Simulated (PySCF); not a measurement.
**Electron correlation in Br²⁺ (bromine, charge +2)**

[Ar] 3d10 4s2 4p3, high-spin 4S determinant. Calculation: PySCF 2.14, in aug-cc-pwCVTZ-PP with ECP10MDF (8s7p6d4f1g, 96 functions); a scalar-relativistic core potential. Frozen: 3s2 3p6 3d10; 5 electrons correlated.

MP2 pair energies summed by pair of shells (mhartree):

```tsv
pair	energy	share (%)
4s-4p	-55.37	66.9
4p-4p	-17.97	21.7
4s-4s	-9.43	11.4
```

Total MP2 correlation energy: -82.77 mhartree.

Same-spin part -21.32 and opposite-spin part -61.45 mhartree; SCS-MP2 scales them by 1/3 and 6/5 to -80.85 mhartree.
